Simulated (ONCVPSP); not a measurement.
## u(r) = r·R(r): atom against pseudo-atom (Li)

Columns: radius, all-electron u(r) and pseudo u(r) of the 2s shell (level -2.87 eV) of lithium in the configuration [He] 2s1; LDA (Perdew-Wang 92), scalar-relativistic, ONCV scheme, ONCVPSP 4.0.1.

```csv
r (bohr),all-electron,pseudo
0.132,-0.1443,0.0164
0.265,-0.1893,0.0338
0.398,-0.1790,0.0529
0.530,-0.1392,0.0738
0.663,-0.0839,0.0972
0.795,-0.0225,0.1225
0.928,0.0408,0.1500
1.060,0.1019,0.1792
1.193,0.1601,0.2104
1.325,0.2135,0.2430
1.458,0.2624,0.2771
1.590,0.3061,0.3114
1.723,0.3452,0.3455
1.855,0.3794,0.3778
1.988,0.4093,0.4076
2.120,0.4347,0.4336
2.252,0.4560,0.4556
2.385,0.4737,0.4736
2.518,0.4878,0.4878
2.650,0.4985,0.4985
2.782,0.5062,0.5062
2.915,0.5112,0.5112
3.048,0.5136,0.5136
3.180,0.5138,0.5138
3.312,0.5119,0.5119
3.445,0.5081,0.5081
```

Task: How many radial nodes do the two functions have?

Result: The all-electron 2s function has n − l − 1 = 1; the pseudo-wave has 0, since the states of the same l below it are removed with the core.

Task: At about which radius was the pseudo-wave matched?

Result: 2.65 bohr. The columns agree to 0.0005 from 2.25 bohr on; several derivatives are matched, so the curves merge somewhat inside the radius.

Task: Where does each function peak?

Result: Outermost all-electron maximum near 3.18 bohr, pseudo maximum near 3.18 bohr (to the table’s step).

Task: Is the pseudo-wave norm-conserving?

Result: Yes: the ONCV scheme keeps the norm inside the radius equal to the all-electron one, which fixes the energy derivative of the logarithmic derivative at the level.
